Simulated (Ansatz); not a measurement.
Process, species as SMILES: [Cl][Ge] (Cl-Ge) → Cl atom + Ge atom
B3LYP-D3(BJ)/def2-TZVP geometries, fixed; electronic energies without zero-point terms.

Basis-set convergence of the atomisation energy at wB97M-V with Ansatz (a quantum-chemistry and plane-wave program). All functions are spherical. The program fits the integrals of some runs and decomposes those of others, by size. Open shells are unrestricted. The functional holds VV10 correlation; no added dispersion term, no relativity. Functions are those of the species that has most. Reference: the value in aug-cc-pV(5+d)Z, 95.49 kcal/mol, itself unsure by roughly 0.07 kcal/mol (its mean distance from pcseg-4, aug-pcseg-3, aug-cc-pV(Q+d)Z). Deviations are taken from unrounded values.

```
basis            functions  atomisation energy (kcal/mol)
---------------  ---------  -----------------------------
pcseg-1                 45                          91.76
aug-pcseg-1             63                          92.44
cc-pV(D+d)Z             50                          93.21
aug-cc-pV(D+d)Z         68                          93.89
def2-SVP                50                          94.47
def2-SVPD               65                          94.74
pcseg-2                 77                          94.29
aug-pcseg-2            109                          95.08
cc-pV(T+d)Z             82                          95.23
aug-cc-pV(T+d)Z        114                          95.29
def2-TZVP               85                          96.04
def2-TZVPD             100                          96.14
def2-TZVPP              90                          96.04
def2-TZVPPD            105                          96.13
cc-pV(Q+d)Z            132                          95.52
aug-cc-pV(Q+d)Z        182                          95.57
pcseg-3                132                          95.36
aug-pcseg-3            182                          95.41
def2-QZVPP             159                          95.59
def2-QZVPPD            174                          95.62
cc-pV(5+d)Z            204                          95.47
aug-cc-pV(5+d)Z        276                          95.49
```

What the diffuse functions change, pair by pair:
- pcseg-1 to aug-pcseg-1: 18 more functions, deviation -3.73 to -3.06 kcal/mol
- cc-pV(D+d)Z to aug-cc-pV(D+d)Z: 18 more functions, deviation -2.29 to -1.61 kcal/mol
- def2-SVP to def2-SVPD: 15 more functions, deviation -1.02 to -0.76 kcal/mol
- pcseg-2 to aug-pcseg-2: 32 more functions, deviation -1.20 to -0.42 kcal/mol
- cc-pV(T+d)Z to aug-cc-pV(T+d)Z: 32 more functions, deviation -0.26 to -0.21 kcal/mol
- def2-TZVP to def2-TZVPD: 15 more functions, deviation 0.55 to 0.64 kcal/mol
- def2-TZVPP to def2-TZVPPD: 15 more functions, deviation 0.55 to 0.64 kcal/mol
- cc-pV(Q+d)Z to aug-cc-pV(Q+d)Z: 50 more functions, deviation 0.03 to 0.08 kcal/mol
- pcseg-3 to aug-pcseg-3: 50 more functions, deviation -0.14 to -0.08 kcal/mol
- def2-QZVPP to def2-QZVPPD: 15 more functions, deviation 0.10 to 0.13 kcal/mol
- cc-pV(5+d)Z to aug-cc-pV(5+d)Z: 72 more functions, deviation -0.03 to 0.00 kcal/mol

Leaving out the reference's own pair, they bring the value nearer the reference by more than 0.07 kcal/mol in 4 of 10 pairs.
